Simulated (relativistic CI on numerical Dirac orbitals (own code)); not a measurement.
**One change at a time: Er²⁰⁺**

Base calculation: Dirac-Coulomb-Breit CI, separate exchange-only KLI orbitals for each configuration, model QED, unscaled Slater integrals.

CI space (outside the closed core [Ar] 3d10 4s2): 4p6 4d10 4f2, 4p6 4d10 4f 5s, 4p6 4d10 5s2, 4p6 4d10 4f 5p, 4p6 4d9 4f3, 4p6 4d10 5s 5p, 4p6 4d10 5p2, 4p6 4d10 5s 5d, 4p6 4d10 4f 5d, 4p6 4d10 5p 5d, 4p5 4d10 4f3, 4p6 4d9 4f 5s2, 4p6 4d10 4f 5f, 4p6 4d9 4f2 5s, 4p6 4d10 5d2, 4p6 4d9 4f 5s 5p. Levels of other configurations are missing.

Variants: (1) valence Slater integrals scaled by 0.9; (2) one mean potential for all configurations; (3) only the first 3 configurations. Shifts of the energy above 4p6 4d10 4f2 3H_4, in cm⁻¹, for the lowest level and the first level of each name with at least 55 % of one term (blank where a level changes its place among those of its configuration and J or its character, or is not in the variant):

| Level | Base | Δ(1) | Δ(2) | Δ(3) |
| --- | --- | --- | --- | --- |
| 4p6 4d10 4f2 3H_4 | 0 | 0 | 0 | 0 |
| 4p6 4d10 4f2 3H_5 | 12365 | +108 | -215 | +9 |
| 4p6 4d10 4f2 3F_2 | 14457 | -1070 | -50 | +1036 |
| 4p6 4d10 4f2 3F_3 | 23258 | -872 | -221 | +913 |
| 4p6 4d10 4f2 3H_6 | 23889 | +10 | -390 | +38 |
| 4p6 4d10 4f2 1D_2 | 51343 | -3579 | -240 | +2733 |
| 4p6 4d10 4f2 3P_0 | 58910 | -4934 | -139 | +3189 |
| 4p6 4d10 4f2 1I_6 | 62878 | -4465 | -308 | +1644 |
| 4p6 4d10 4f2 3P_1 | 63581 | -4669 | -248 | +3202 |
| 4p6 4d10 4f2 3P_2 | 71808 | -4368 | -434 | +3072 |
| 4p6 4d10 4f2 1S_0 | 138208 | -11591 | -448 | +1822 |
| 4p6 4d10 4f 5s 3F°_2 | 444729 | -1918 | -8195 | -1270 |
| 4p6 4d10 4f 5s 3F°_3 | 447230 | -2089 | -8184 | -1179 |
| 4p6 4d10 4f 5s 3F°_4 | 459525 | -1914 | -8198 | -1272 |

At this charge transitions that keep the count of f electrons are usually good to a few per cent. Terms inside the open d or f shell come out 10 to 20 % too wide with unscaled integrals. Levels that differ in their count of f electrons can be misplaced by several ten thousand cm⁻¹, since the correlation energy of f electrons is missing or only estimated; rates across such gaps can be off by orders of magnitude.

Ionisation energy from one configuration of each of the two ions, the ground ones as tabulated or assumed: base 520.161 eV; valence Slater integrals scaled by 0.9 519.926 eV. The NIST ASD value (theoretical) is 520 ± 30 eV.

LS names give the leading component of a level, which can be under half, so a name can repeat, a term be missing and a line seem to break the LS rules.
